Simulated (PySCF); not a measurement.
# Sc⁺ (scandium, charge +1) across methods

[Ar] 3d1 4s1, high-spin 3D determinant. All numbers are calculated (PySCF 2.14, scalar relativity by spin-free X2C-1e, in aug-cc-pVQZ-DK).

```
   method  E (hartree)  mean ε 3p β (eV)  mean ε 3d α (eV)  mean ε 4s α (eV)  Σ⟨r²⟩ (bohr²)   ⟨S²⟩
      UHF   -763.08814           -48.679           -16.391           -12.295          30.26  2.002
     BLYP     -763.978           -39.875           -10.608           -10.098          29.52  2.000
      LDA     -761.959           -40.128           -10.668           -10.383          29.44  2.000
BHandHLYP     -763.956           -44.692           -13.708           -11.335          29.50  2.001
      PBE     -763.727           -40.062           -10.749           -10.198          29.65  2.000
     TPSS     -763.971           -40.304           -10.898           -10.095          29.66  2.001
```

Problem. Estimate the same row for PBE0.

Solution. E (hartree) = -763.765; mean ε 3p β (eV) = -42.508; mean ε 3d α (eV) = -12.283; mean ε 4s α (eV) = -10.819; Σ⟨r²⟩ (bohr²) = 29.63; ⟨S²⟩ = 2.001.
